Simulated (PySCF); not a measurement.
Partial charges of `C=CO[SiH2]C(=O)O`

Species: C3H6O3Si.
Atom-mapped SMILES: `[CH2:1]=[CH:2][O:3][SiH2:4][C:5](=[O:6])[OH:7]` (hydrogens: H8, H9 on C1; H10 on C2; H11, H12 on Si4; H13 on O7)

Cartesian coordinates in Å at the PBE0-D3(BJ)/def2-SVP level; atoms count from 1:
```
atom  x, y, z in Å
C1     2.8833    0.0063   -0.2873
C2     1.5614    0.1563   -0.3365
O3     0.7079   -0.8715   -0.0789
Si4   -0.8679   -0.8325    0.4444
C5    -1.8292    0.4618   -0.6118
O6    -1.3002    1.3805   -1.1862
O7    -3.1538    0.2733   -0.6185
H8     3.5293    0.8499   -0.5323
H9     3.3353   -0.9501   -0.0159
H10    1.0811    1.0997   -0.6211
H11   -1.4209   -2.1941    0.2518
H12   -0.9751   -0.3903    1.8651
H13   -3.5454    0.9940   -1.1442
```

Density: PBE0/pcSseg-1 (PySCF); schemes: Mulliken, IAO, Hirshfeld and ESP-fitted. Geometry: PBE0-D3(BJ)/def2-SVP, one conformer, isolated molecule.

Question: What partial charge does each atom carry?

Answer: In e; atoms taken as equivalent share a row and are averaged (×n: the atom named and its like, n in all):

```
   atom                    environment  Mulliken     IAO  Hirshfeld  ESP-fitted
     C1           terminal =CH2 carbon    -0.230  -0.373     -0.138      -0.595
     C2  vinylic carbon bearing oxygen    +0.074  +0.060     +0.025      +0.098
     O3             silyl ether oxygen    -0.595  -0.584     -0.199      -0.309
    Si4           oxygen-bound silicon    +0.854  +0.955     +0.418      +0.517
     C5                carbonyl carbon    +0.201  +0.267     +0.123      +0.522
     O6           acid carbonyl oxygen    -0.398  -0.445     -0.247      -0.494
     O7           acid hydroxyl oxygen    -0.351  -0.468     -0.172      -0.594
     H8               vinylic hydrogen    +0.127  +0.157     +0.049      +0.214
     H9               vinylic hydrogen    +0.126  +0.155     +0.045      +0.233
    H10               vinylic hydrogen    +0.137  +0.149     +0.040      +0.135
H11/H12                  Si–H hydrogen    -0.088  -0.119     -0.064      -0.086
    H13                    acid proton    +0.233  +0.364     +0.185      +0.446
```

Mean size of the charges over all atoms: ESP-fitted 0.333 e, IAO 0.324 e, Mulliken 0.269 e, Hirshfeld 0.136 e. Each set sums to the total charge, 0, to within 0.001 e. The IAO scheme projects the occupied orbitals on a minimal set of polarised atomic orbitals and counts the electrons in each atom's part of it.

Lowest charge. The schemes don't all agree: Mulliken O3 (-0.595); IAO O3 (-0.584); Hirshfeld O6 (-0.247); ESP-fitted C1 (-0.595).

Highest charge. The schemes don't all agree: Mulliken Si4 (+0.854); IAO Si4 (+0.955); Hirshfeld Si4 (+0.418); ESP-fitted C5 (+0.522).

Question: How closely do the schemes follow one another over all atoms?

Answer: Correlation coefficient and root-mean-square difference: Mulliken with IAO 0.99, 0.075 e; IAO with Hirshfeld 0.99, 0.234 e; Mulliken with Hirshfeld 0.97, 0.185 e; IAO with ESP-fitted 0.90, 0.180 e; Hirshfeld with ESP-fitted 0.89, 0.244 e; Mulliken with ESP-fitted 0.84, 0.208 e.

Question: How many electrons does the ESP-fitted scheme count on C2?

Answer: Z − q = 6 − (+0.098) = 5.902.

Question: Sum the charges by element, for elements with more than one atom.

Answer: 
```tsv
element	atoms	Mulliken	IAO	Hirshfeld	ESP-fitted
C	3	+0.045	-0.045	+0.009	+0.025
O	3	-1.345	-1.497	-0.618	-1.398
H	6	+0.447	+0.587	+0.190	+0.855
```

The run behind these numbers computed NMR shieldings as well. On an Arm Neoverse N1 with one thread, on a shared host, this took 31 s of wall time and 0.92 GiB of memory at its peak.
